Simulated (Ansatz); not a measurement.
Start from `CCN(C)BCl` and change one atom or group to get `BN(C)CC`.

Ansatz, PBE0-D4/def2-TZVP geometries, multiplicity 1. Each molecule was computed in one conformer, which needn't be the lowest.

| property | `CCN(C)BCl` |
| --- | --- |
| LUMO energy (B3LYP/def2-TZVPP) / eV | 0.00 |
| HOMO energy (B3LYP/def2-TZVPP) / eV | -7.16 |
| HOMO–LUMO gap (PBE0/def2-TZVPP) / eV | 7.60 |
| size of the dipole moment (ωB97M-V/def2-TZVPP) / D | 2.79 |
| LUMO energy (PBE/def2-TZVPP) / eV | -0.72 |
| HOMO–LUMO gap (PBE/def2-TZVPP) / eV | 5.42 |

Problem. Give the same properties after the change, and the shifts. (An estimate is asked.)

Solution. The calculation gave: 
```tsv
property	`BN(C)CC`	shift
LUMO energy (B3LYP/def2-TZVPP) / eV	-0.03	-0.03
HOMO energy (B3LYP/def2-TZVPP) / eV	-7.18	-0.02
HOMO–LUMO gap (PBE0/def2-TZVPP) / eV	7.60	0.00
size of the dipole moment (ωB97M-V/def2-TZVPP) / D	1.97	-0.82
LUMO energy (PBE/def2-TZVPP) / eV	-0.71	0.01
HOMO–LUMO gap (PBE/def2-TZVPP) / eV	5.47	0.05
```

Dipoles are sizes alone; their direction can turn.

B3LYP here is the variant with VWN-RPA as its local correlation; programs differ in this.
